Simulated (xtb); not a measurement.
Harmonic IR lines of one isomer of C$_{10}$H$_{8}$SSi, unscaled. These are GFN2-xTB (xtb) values and carry that method's errors.

| wavenumber (cm⁻¹) | relative intensity |
|---|---|
| 509 | 5.6 |
| 547 | 8.2 |
| 590 | 8.4 |
| 778 | 26 |
| 786 | 23 |
| 791 | 100 |
| 815 | 3.1 |
| 919 | 3.8 |
| 1160 | 4.8 |
| 1577 | 4.0 |
| 2241 | 57 |
| 2258 | 88 |
| 3071 | 7.3 |
| 3090 | 4.6 |

Problem. Identify which structure gives these lines.
(A) `C#Cc1cc([SiH3])cc2ccsc12`
(B) `C#Cc1cc2cccc([SiH3])c2s1`
(C) `C#Cc1c([SiH3])ccc2ccsc12`
(D) `C#Cc1cc2cc([SiH3])ccc2s1`

Solution. D, `C#Cc1cc2cc([SiH3])ccc2s1`
